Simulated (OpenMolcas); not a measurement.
# V4+: moving the ligands

V4+ with 6 ligands (ammonia) in trigonal antiprismatic coordination (S6) at 2 Å, a polar angle of 57.5° against the regular 54.74°. Ligand basis ANO-RCC-VDZP.
```
V     0.0000    0.0000    0.0000
N     0.0000    1.6863    1.0754
H    -0.9457    2.0084    1.2809
H     0.4729    1.5680    1.9714
H     0.4729    2.4488    0.5903
N    -1.4603   -0.8431    1.0754
H    -1.2665   -1.8232    1.2809
H    -2.3572   -0.8149    0.5903
H    -1.5944   -0.3745    1.9714
N     1.4603   -0.8431    1.0754
H     2.2122   -0.1852    1.2809
H     1.1215   -1.1935    1.9714
H     1.8843   -1.6339    0.5903
N     0.0000   -1.6863   -1.0754
H     0.9457   -2.0084   -1.2809
H    -0.4729   -1.5680   -1.9714
H    -0.4729   -2.4488   -0.5903
N     1.4603    0.8431   -1.0754
H     1.2665    1.8232   -1.2809
H     2.3572    0.8149   -0.5903
H     1.5944    0.3745   -1.9714
N    -1.4603    0.8431   -1.0754
H    -2.2122    0.1852   -1.2809
H    -1.1215    1.1935   -1.9714
H    -1.8843    1.6339   -0.5903
```

```
Program             : OpenMolcas
Method              : CASSCF
Basis               : ANO-RCC-VTZP [6s5p3d2f1g]
Scalar Hamiltonian  : DKH2, point nucleus
Active space        : 1 electron in 5 orbitals (3d)
State averaging     : 2S+1 = 2 even, 5 roots
Spin-orbit coupling : RASSI with atomic mean-field integrals over the reference wave functions
```

Runs around this geometry, states. Energies in cm-1 above the lowest state or level, χT in cm3 K/mol.

```tsv
R (Å)	Polar angle / regular	Ground state	First state of that spin	First gap with spin-orbit (degeneracies)	χT at 300 K
1.86	1.05	2S+1 = 2	456.7	411.1 (2, 2)	0.385
2	1.05	2S+1 = 2	594.3	541.7 (2, 2)	0.381
2.07	1.05	2S+1 = 2	622.1	568.4 (2, 2)	0.380
2	1.155	2S+1 = 2	1365	1338 (2, 2)	0.376
```

Ligand-to-metal charge-transfer states are missing. With metal d orbitals alone the field can be off either way by tens of per cent. The least metal-like active orbital is 74 % on the metal (Löwdin) and no ligand orbital is active, so the numbers are rough (holds for R = 1.86, ratio = 1.05). The least metal-like active orbital is 75 % on the metal (Löwdin) and no ligand orbital is active, so the numbers are rough (holds for R = 2, ratio = 1.05; R = 2.07, ratio = 1.05; R = 2, ratio = 1.155). In this distorted geometry hydrogen atoms of neighbouring ligands come closer than 1.9 Å, so it is strained (holds for R = 2, ratio = 1.155). No measured value stands beside these numbers; the geometry was imposed, not optimised, and the real ion may take another.

A state without a sure symmetry label is named by its multiplicity alone.
